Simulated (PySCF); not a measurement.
# Correlation energy of Zn⁺ (zinc, charge +1)

[Ar] 3d10 4s1, 2S determinant. Computed with PySCF 2.14 in def2-TZVPPD (6s6p4d2f1g, 67 functions), with no relativity, point nucleus. Frozen: [Ne]; 19 electrons correlated.

```json
{"level": "CCSD", "correlation energy (mhartree)": "-696.81"}
{"level": "(T)", "correlation energy (mhartree)": "-12.66"}
{"level": "CCSD(T)", "correlation energy (mhartree)": "-709.47"}
```

Diagnostics: T1 = 0.010, D1 = 0.0287, largest double amplitude 0.017.

Cost of the coupled-cluster step: about 50 core-seconds, for 19 correlated electrons.

This basis was not built for core-valence correlation, so the inner-shell part is incomplete.
